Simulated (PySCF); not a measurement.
# Computed properties of germyloxygermane (Ge2H6O), SMILES [GeH3][O][GeH3]

germyloxygermane (Ge2H6O), SMILES [GeH3][O][GeH3]. Geometry: PBE0-D3(BJ)/def2-SVP. One conformer was computed; it need not be the lowest. All values are computed for the isolated molecule unless a solvent is named; none is compared with measurement here.

**Structure.** The optimised structure has C2v symmetry. All 21 harmonic modes at PBE0-D3(BJ)/def2-SVP (PySCF) are real, so it is a minimum. With heavy atoms numbered as in [GeH3:1][O:2][GeH3:3], the shortest bond between them is Ge1–O2 at 1.776 Å and the longest O2–Ge3 at 1.776 Å.

**Vibrations.** The strongest infrared lines (harmonic, unscaled, degenerate partners summed) lie at 811 cm⁻¹ (728 km/mol, H 61 %, O 28 %, Ge 11 %), 2145 cm⁻¹ (293 km/mol, H 98 %), 2149 cm⁻¹ (131 km/mol, H 99 %). The softest mode is at 44 cm⁻¹ and the zero-point energy is 32.0 kcal/mol.

**Electronic structure.** ωB97X/def2-TZVP (PySCF) places the frontier levels at -10.60 and 1.73 eV, a gap of 12.33 eV, and gives a dipole moment of 0.88 D and a mean polarisability of 63.0 bohr³. PBE/def2-TZVP (PySCF) at the same geometry gives -6.70 and -1.13 eV, so its gap is 6.76 eV narrower. An orbital gap is neither the optical nor the fundamental gap.

**Excitations.** TDA-PBE0/def2-SVPD (PySCF) has S1 at 6.34 eV (196 nm, f = 0.003, weak); the most intense of the 10 singlets computed lies at 7.77 eV (f = 0.10). T1 (TDA) is at 5.92 eV, 0.42 eV under S1. TDA-PBE/def2-SVPD (PySCF) puts S1 at 5.63 eV. No vertical singlet excitation falls in the visible range (under 3.1 eV).

**NMR.** GIAO shifts at HF/pcSseg-1 (PySCF) (non-relativistic, atoms alike by connectivity averaged): ¹H at 4.9 ppm against TMS.
